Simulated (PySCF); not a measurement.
# Ionisation energy of Ar²⁺ by level of theory

Ar²⁺ [Ne] 3s2 3p4 [3p1/2^2 3p3/2^2, M_J = 2] → Ar³⁺ [Ne] 3s2 3p3 [3p1/2^2 3p3/2^1, M_J = 3/2], as a difference of total energies. Computed with PySCF 2.14 in x2c-QZVPPall-2c, with the two-component X2C-1e Hamiltonian. Correlated levels: [Ne] frozen; the 4 highest virtual spinors dropped. "Screened" scales the spin-orbit matrix elements by Boettger's factors to mimic the two-electron term; Breit and QED terms are absent.

Q: Order these methods by the ionisation energy they give, lowest first.
A. GHF (spin-free)
B. GMP2 (screened spin-orbit)
C. GMP2 (spin-free)
D. GHF (screened spin-orbit)

A: A (39.213 eV), D (39.285 eV), C (40.337 eV), B (40.408 eV).

Errors of the correlated levels include the incompleteness of this basis and the frozen core.

The labels give the starting determinants; with spin-orbit coupling the two ends relaxed to ⟨J²⟩ = 6.01, ⟨L²⟩ = 2.02, ⟨S²⟩ = 2.00 and ⟨J²⟩ = 3.75, ⟨L²⟩ = 0.00, ⟨S²⟩ = 3.75.

For comparison: 40.735 ± 0.012 eV (semi-empirical (NIST evaluation); NIST Atomic Spectra Database, ionization energies).
